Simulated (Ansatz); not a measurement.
Computed with Ansatz.

A structure relaxed at PBE0-D4/def2-TZVP, charge 0, multiplicity 2:

```xyz
10

C    -1.096   -1.256    0.032
N     0.188   -0.689   -0.169
Si    0.535    0.995    0.050
O     1.953    1.370   -0.679
H    -1.923   -0.650   -0.366
H    -1.282   -1.339    1.116
H    -1.160   -2.269   -0.378
H    -0.478    1.892   -0.562
H     0.591    1.203    1.527
H     2.671    0.744   -0.572
```

Question: Give its formula and SMILES.

Answer: CH6NOSi, `C[N][SiH2]O`.

Question: Summarise the bond lengths by kind.

Answer: 1 × C–N 1.418 Å; 3 × C–H 1.094 to 1.103 Å; 1 × N–Si 1.733 Å; 1 × O–Si 1.638 Å; 2 × H–Si 1.486 to 1.492 Å; 1 × H–O 0.959 Å.
